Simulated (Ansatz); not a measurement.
Start from `N=COCF` and change one atom or group to get `FCOC[SiH3]`.

Ansatz, PBE0-D4/def2-TZVP geometries, multiplicity 1. Each molecule was computed in one conformer, which needn't be the lowest.

```
                                        property  `N=COCF`
           LUMO energy (ωB97M-V/def2-TZVPP) / eV      2.42
            HOMO–LUMO gap (PBE0/def2-TZVPP) / eV      8.60
               LUMO energy (PBE/def2-TZVPP) / eV     -0.93
size of the dipole moment (B3LYP/def2-TZVPP) / D      1.14
             HOMO energy (B3LYP/def2-TZVPP) / eV     -8.16
           HOMO–LUMO gap (B3LYP/def2-TZVPP) / eV      8.04
```

(1) What does the change do to each property? (An estimate is asked.)

Answers

(1) Computed: 
```json
{"property": "LUMO energy (ωB97M-V/def2-TZVPP) / eV", "`FCOC[SiH3]`": "2.17", "shift": "-0.25"}
{"property": "HOMO–LUMO gap (PBE0/def2-TZVPP) / eV", "`FCOC[SiH3]`": "8.65", "shift": "0.05"}
{"property": "LUMO energy (PBE/def2-TZVPP) / eV", "`FCOC[SiH3]`": "-0.14", "shift": "0.79"}
{"property": "size of the dipole moment (B3LYP/def2-TZVPP) / D", "`FCOC[SiH3]`": "1.84", "shift": "0.70"}
{"property": "HOMO energy (B3LYP/def2-TZVPP) / eV", "`FCOC[SiH3]`": "-7.77", "shift": "0.39"}
{"property": "HOMO–LUMO gap (B3LYP/def2-TZVPP) / eV", "`FCOC[SiH3]`": "8.18", "shift": "0.14"}
```

With PBE0 the HOMO rises by 0.43 eV and the LUMO rises by 0.49 eV, so the gap widens by about 0.06 eV. PBE moves the HOMO by 0.24 eV and ωB97M-V by 0.52 eV. Dipoles are sizes alone; their direction can turn.

B3LYP here is the variant with VWN-RPA as its local correlation; programs differ in this.
